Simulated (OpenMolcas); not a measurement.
## I5+: effect of the IPEA shift

```
Program             : OpenMolcas
Basis               : ANO-RCC-VTZP [7s6p4d2f1g]
Scalar Hamiltonian  : DKH2, point nucleus
Active space        : 2 electrons in 4 orbitals (5s 5p)
State averaging     : 2S+1 = 3 even, 3 roots; 2S+1 = 1 even, 7 roots; 2S+1 = 3 odd, 3 roots; 2S+1 = 1 odd, 3 roots
Spin-orbit coupling : RASSI with atomic mean-field integrals over the reference wave functions, term energies averaged over their components
```

Methods on the same reference wave functions:
A. CASSCF
B. MS-CASPT2, IPEA 0 Eh, imaginary shift 0.1 Eh (closed shells correlated: 4d)
C. MS-CASPT2, IPEA 0.25 Eh, imaginary shift 0.1 Eh (closed shells correlated: 4d)

Energies in cm-1 above 5s2 1S0, the measured ground level; measured values from the list in Rauch et al., Astron. Astrophys. 606, A105 (2017).

```
      Level       A       B       C  Measured
    5s2 1S0     0.0     0.0     0.0       0.0
5s 5p 3P* 0   81765   86850   86970     85666
5s 5p 3P* 1   85462   90250   90390     89262
5s 5p 3P* 2   94774   99860   99980     99685
5s 5p 1P* 1  137067  126080  126850    127424
    5p2 3P0  200773  202200  202570    200085
    5p2 3P1  207717  209900  210240    208474
    5p2 1S0  252914  245190  245810    245658
```

Deviations, from unrounded energies. A percentage is the sum of absolute deviations over the sum of measured energies, with the sign that they share, or ± where signs differ.

```csv
Against measurement,Levels,A,B,C
mean absolute deviation (cm-1),7,4400,1100,1100
other configurations (%),7,±2.9,±0.7,±0.7
```

B, C lie about equally close to measurement and A furthest from it. The largest miss of C in the table is 5p2 3P0, by +2500 cm-1. The ranking rests on the paired levels alone, and a cruder setting can come out closer through cancelling errors.

Between B and C the level of the table that moves most is 5s 5p 1P* 1, by 770 cm-1 (lowest in B, highest in C). Moves below CASPT2's spread within the term are not significant.

The lowest spin-free term lies below A's lowest term by 0.419 hartree in B, 0.417 hartree in C.

Over all roots computed the reference weight is 0.88 to 0.95 in B, 0.90 to 0.95 in C; the roots of lowest weight are the least certain, and an intruder state may touch them. The ¹D term of p² mixes with s d, which this space lacks. Computed and measured levels are paired by configuration, term and J; levels that our copy of the source lacks, or whose pairing is in doubt (as where it misses far off the trend of its configuration), stay unpaired and out of the deviations. Only configurations of the active space appear. The table leaves out levels that lie high or whose names do not pair safely across all columns.

* marks odd parity.
